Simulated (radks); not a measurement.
Ionisation ladder of gold, from Au53+ to Au58+. Each ion is in the ground configuration listed by NIST, and IE = E(next ion) - E(this ion). Calculated with a radial shooting solver on a logarithmic mesh with Libxc functionals: scalar-relativistic Kohn-Sham, PBEsol, spin-polarised, spherical densities, point nucleus; open shells are filled with parallel spins first (spin-orbit coupling, left out, can overturn this in heavy ions).

| species | configuration | IE, Delta-SCF (eV) | <r> HOMO (bohr) | IE, NIST (eV) | kind | error (eV) |
|---|---|---|---|---|---|---|
| Au53+ | [Ar] 3d8 | 5195.9 | 0.160 | 5156 | theory | +39.9 |
| Au54+ | [Ar] 3d7 | 5335.9 | 0.159 | 5307 | theory | +28.9 |
| Au55+ | [Ar] 3d6 | 5476.5 | 0.158 | 5452 | theory | +24.5 |
| Au56+ | [Ar] 3d5 | 5658.3 | 0.156 | 5594 | theory | +64.3 |
| Au57+ | [Ar] 3d4 | 5804.6 | 0.155 | 5846 | theory | -41.4 |
| Au58+ | [Ar] 3d3 | 5951.8 | 0.154 | 5994 | theory | -42.2 |

Reference values: NIST Atomic Spectra Database (exp. = measured, semi-emp. = semi-empirical, theory = theoretical value adopted there). The ionisation energy per charge of the ion left behind rises most, in proportion, at Au56+ ([Ar] 3d5), from 97.794 to 99.268 eV. Open shells are spherical and high-spin; term and fine-structure splittings are not resolved. Spin-orbit splitting is averaged out at the scalar-relativistic level.
